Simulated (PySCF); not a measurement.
C₂H₉BO₂Si, SMILES C[SiH2]CB(O)O.

Geometry: B3LYP-D3(BJ)/def2-SVP. This is a generated structure with no PubChem entry under its InChIKey; it may be hypothetical. Other conformers were not sampled.

The numbers are results of B3LYP-D3(BJ)/def2-SVP in PySCF, not measurements.

Frequencies are harmonic and unscaled.

Computed vibrational spectrum:
```csv
mode,ν (cm⁻¹),IR (km/mol),moving atoms (share of kinetic energy)
1,31,0.3,"O 60 %, H 19 %, C 17 %"
2,76,2.5,"H 36 %, C 35 %, O 21 %"
3,127,2.2,"O 34 %, C 24 %, H 21 %, Si 17 %"
4,169,0.8,H 89 %
5,222,1.3,"Si 30 %, H 30 %, C 26 %, O 11 %"
6,361,8.7,"H 46 %, O 33 %, C 14 %"
7,449,1.8,"O 38 %, H 37 %, C 16 %"
8,479,4.8,"H 83 %, O 16 %"
9,489,13.3,"H 70 %, O 12 %"
10,552,142.7,H 88 %
11,586,14.0,"B 42 %, H 36 %, C 10 %"
12,603,7.7,"H 69 %, C 12 %"
13,650,4.4,"H 62 %, C 21 %"
14,684,2.9,"C 41 %, H 32 %, Si 18 %"
15,768,58.5,"H 35 %, C 31 %, Si 14 %, B 13 %"
16,818,51.2,"H 60 %, C 32 %"
17,822,9.1,"O 31 %, C 31 %, H 26 %, B 11 %"
18,887,30.7,"H 78 %, C 17 %"
19,906,249.8,"H 78 %, Si 11 %, C 10 %"
20,960,117.6,H 96 %
21,985,25.7,H 91 %
22,1007,40.8,"H 79 %, O 15 %"
23,1025,252.7,"H 75 %, O 22 %"
24,1077,36.4,"H 59 %, C 34 %"
25,1273,25.2,"H 79 %, C 21 %"
26,1338,382.7,"B 55 %, O 21 %, H 21 %"
27,1422,56.5,"H 80 %, C 11 %"
28,1438,16.3,H 89 %
29,1441,18.1,H 93 %
30,1466,200.8,"B 65 %, H 18 %, O 16 %"
31,2199,150.2,H 96 %
32,2203,123.8,H 98 %
33,3028,3.9,H 97 %
34,3032,3.9,H 95 %
35,3086,9.6,"H 91 %, C 9 %"
36,3114,6.3,"H 91 %, C 9 %"
37,3129,3.9,"H 91 %, C 9 %"
38,3888,76.4,H 94 %
39,3892,40.0,H 94 %
```
